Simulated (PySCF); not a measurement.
Isomers of C8H10OS, mass 154.045 u with the commonest isotopes. Method used: PySCF, PBE0-D3(BJ)/def2-SVP geometry optimisation, gas phase. One conformer each, none proved a minimum here; rigid rotors.

**Question.** Order these by dipole moment, largest first.
A. `[CH3:1][S:2][c:3]1[cH:4][cH:5][c:6]([CH2:7][OH:8])[cH:9][cH:10]1` with C1–S2–C3–C4 179°, C5–C6–C7–O8 -153°, C6–C7–O8–H 57°
B. `[CH:1]#[C:2][C@@:3]1([S@@:4]([CH3:5])=[O:6])[C@@H:7]2[CH2:8][CH2:9][C@H:10]12` with C2–C3–S4–C5 -59°
C. `[CH:1]#[C:2][C@@H:3]1[CH2:4][S:5][CH2:6][C@@H:7]([CH3:8])[C:9]1=[O:10]` with C2–C3–C4–S5 -64°, C3–C4–S5–C6 -57°, C4–S5–C6–C7 57°, S5–C6–C7–C8 175°

**Answer.** B (4.16 D), A (1.25 D), C (1.11 D).

**Question.** Order these by rotational constant C, smallest first.
A. `[CH3:1][S:2][c:3]1[cH:4][cH:5][c:6]([CH2:7][OH:8])[cH:9][cH:10]1` with C1–S2–C3–C4 179°, C5–C6–C7–O8 -153°, C6–C7–O8–H 57° (4-(methylthio)benzyl alcohol)
B. `[CH:1]#[C:2][C@@H:3]1[CH2:4][S:5][CH2:6][C@@H:7]([CH3:8])[C:9]1=[O:10]` with C2–C3–C4–S5 -64°, C3–C4–S5–C6 -57°, C4–S5–C6–C7 57°, S5–C6–C7–C8 175°
C. `[CH:1]#[C:2][C@@:3]1([S@@:4]([CH3:5])=[O:6])[C@@H:7]2[CH2:8][CH2:9][C@H:10]12` with C2–C3–S4–C5 -59°

**Answer.** A (475.3 MHz), B (829.2 MHz), C (876.4 MHz).

**Question.** Order these by out-of-plane moment Σ m c² = (Ia + Ib − Ic)/2, smallest first.
A. `[CH:1]#[C:2][C@@H:3]1[CH2:4][S:5][CH2:6][C@@H:7]([CH3:8])[C:9]1=[O:10]` with C2–C3–C4–S5 -64°, C3–C4–S5–C6 -57°, C4–S5–C6–C7 57°, S5–C6–C7–C8 175°
B. `[CH:1]#[C:2][C@@:3]1([S@@:4]([CH3:5])=[O:6])[C@@H:7]2[CH2:8][CH2:9][C@H:10]12` with C2–C3–S4–C5 -59°
C. `[CH3:1][S:2][c:3]1[cH:4][cH:5][c:6]([CH2:7][OH:8])[cH:9][cH:10]1` with C1–S2–C3–C4 179°, C5–C6–C7–O8 -153°, C6–C7–O8–H 57° (4-(methylthio)benzyl alcohol)

**Answer.** C (7.37 u·Å²), B (96.78 u·Å²), A (106.06 u·Å²).

| SMILES | point group | Ia (u·Å²) | Ib (u·Å²) | Ic (u·Å²) | κ | μa (D) | μb (D) | μc (D) |
| --- | --- | --- | --- | --- | --- | --- | --- | --- |
| CSc1ccc(CO)cc1 | C1 | 151.80 | 926.13 | 1063.19 | -0.95 | 0.81 | 0.55 | 0.78 |
| C#C[C@@]1([S@@](C)=O)[C@@H]2CC[C@@H]21 | C1 | 321.28 | 448.93 | 576.64 | -0.28 | 2.49 | 1.17 | 3.12 |
| C#C[C@@H]1CSC[C@@H](C)C1=O | C1 | 376.95 | 444.63 | 609.45 | 0.20 | 0.36 | 0.86 | 0.60 |
